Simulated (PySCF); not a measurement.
Si(I)3(OH) (HI₃OSi), SMILES I[Si](I)(I)O. Atoms are numbered in the order given.

```xyz
6

O      0.1377    -2.2706     0.0000
Si     0.0278    -0.6094     0.0000
I     -1.1755     0.1827    -2.0039
I      2.3364     0.1900     0.0000
I     -1.1755     0.1827     2.0039
H     -0.7211    -2.7357     0.0000
```

The structure is a stationary point at PBE-D3(BJ)/def2-SVP. The def2 effective core potentials stand for the cores of I; spin–orbit coupling is left out. The values are those of a single conformer.

Computed with TDA-PBE/def2-SVPD in PySCF.

Vertical excitations. The molecule is in vacuum. State labels are in the subgroup Cs.

| state | symmetry | energy (eV) | λ (nm) | f | main pairs |
|---|---|---|---|---|---|
| S1 | A" | 3.54 | 350 | 0.000 | HOMO→LUMO 100 % |
| S2 | A" | 3.75 | 330 | 0.009 | HOMO−1→LUMO 98 % |
| S3 | A' | 3.83 | 324 | 0.015 | HOMO−2→LUMO 97 % |
| S4 | A" | 4.28 | 290 | 0.016 | HOMO−3→LUMO 96 % |
| S5 | A' | 4.29 | 289 | 0.016 | HOMO−4→LUMO 96 % |
| S6 | A' | 4.40 | 282 | 0.003 | HOMO−5→LUMO 98 % |
| S7 | A" | 5.22 | 237 | 0.001 | HOMO→LUMO+1 72 %, HOMO−6→LUMO 21 % |
| S8 | A" | 5.30 | 234 | 0.010 | HOMO→LUMO+2 46 %, HOMO−6→LUMO 42 % |
| S9 | A" | 5.38 | 230 | 0.018 | HOMO−1→LUMO+1 45 %, HOMO→LUMO+2 33 %, HOMO→LUMO+1 7 %, HOMO−6→LUMO 7 % |
| S10 | A' | 5.44 | 228 | 0.013 | HOMO→LUMO+3 66 %, HOMO−2→LUMO+1 29 % |
| T1 | A" | 3.26 | 380 | 0 | HOMO→LUMO 100 % |
| T2 | A" | 3.45 | 360 | 0 | HOMO−1→LUMO 99 % |
| T3 | A' | 3.50 | 354 | 0 | HOMO−2→LUMO 99 % |
| T4 | A" | 3.94 | 315 | 0 | HOMO−3→LUMO 99 % |
Triplets are in the Tamm–Dancoff approximation.
